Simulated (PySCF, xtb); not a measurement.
C₂H₆N₂OSi, SMILES C[Si@@H](N)OC#N.

GFN2-xTB in xtb at its own geometry gives an orbital gap of 6.00 eV and a dipole moment of 5.92 D.

The structure is a stationary point at r2SCAN-D4/def2-SVP. The structure was generated by enumeration; whether it is a known compound was not checked. Other conformers were not sampled.

What does PySCF with r2SCAN/def2-TZVP give? (The exact figures need the calculation; the answer reports its results.)

gap 7.13 eV (levels -7.06 and 0.07 eV), dipole 6.03 D.
